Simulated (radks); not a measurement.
Question: These are the eigenvalues of the occupied orbitals of an atom or ion with whole-number occupations (eV). All-electron calculation, scalar-relativistic Kohn-Sham, revPBE, spin-polarised, spherical densities, finite nucleus; Fermi nuclear charge, rms radius of each element as measured or else 0.836 A^(1/3) + 0.57 fm. Program: a radial shooting solver on a logarithmic mesh with Libxc functionals.

| orbital | eigenvalue |
|---|---|
| 1s up | -33029.84 |
| 1s down | -33029.79 |
| 2s up | -5141.965 |
| 2s down | -5141.946 |
| 2p up | -4619.651 |
| 2p down | -4619.612 |
| 3s up | -1074.172 |
| 3s down | -1074.132 |
| 3p up | -904.9006 |
| 3p down | -904.8548 |
| 3d up | -651.5102 |
| 3d down | -651.4668 |
| 4s up | -225.7157 |
| 4s down | -225.6200 |
| 4p up | -172.6266 |
| 4p down | -172.5233 |
| 4d up | -95.0885 |
| 4d down | -94.9038 |
| 5s up | -57.9324 |
| 5s down | -56.7265 |
| 5p up | -45.1272 |

Which element is it, and in what charge state? The configuration may be excited. Open shells, if any, are filled with parallel spins first.

Answer: Z = 53, iodine, charge +4: I4+ in [Kr] 4d10 5s2 5p1. The list shows which subshells hold electrons but not how many an open one holds; the 1s level, -1213.8 hartree, gives Z - s = 49.3 by -(Z - s)^2/2, which with screening and relativity narrows Z to a few neighbours, and the depths of the outer levels then fix element, charge and occupations together.
